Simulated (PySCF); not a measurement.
## Radial density of C⁺ (carbon, charge +1)

UHF, [He] 2s2 2p1, 2P determinant. All numbers are calculated (PySCF 2.14, scalar relativity by spin-free X2C-1e, in cc-pVTZ-DK (4s3p2d1f, 30 functions)).

| r (bohr) | 4πr²ρ (e/bohr) | 4πr²(ρα − ρβ) |
| --- | --- | --- |
| 0.00499 | 0.03895 | 0.0000 |
| 0.00839 | 0.1056 | 0.0000 |
| 0.0141 | 0.2755 | 0.0000 |
| 0.0238 | 0.6914 | 0.0001 |
| 0.0399 | 1.606 | 0.0004 |
| 0.0672 | 3.285 | 0.0015 |
| 0.113 | 5.404 | 0.0060 |
| 0.190 | 6.227 | 0.0262 |
| 0.320 | 4.036 | 0.1020 |
| 0.538 | 1.530 | 0.3233 |
| 0.905 | 1.862 | 0.6195 |
| 1.52 | 1.737 | 0.5284 |
| 2.56 | 0.3950 | 0.1281 |
| 4.31 | 0.01396 | 0.0050 |
| 7.24 | 1.450e-05 | 0.0000 |

Densities and radii are taken from the X2C orbitals without a picture-change correction, which distorts them close to the nucleus.
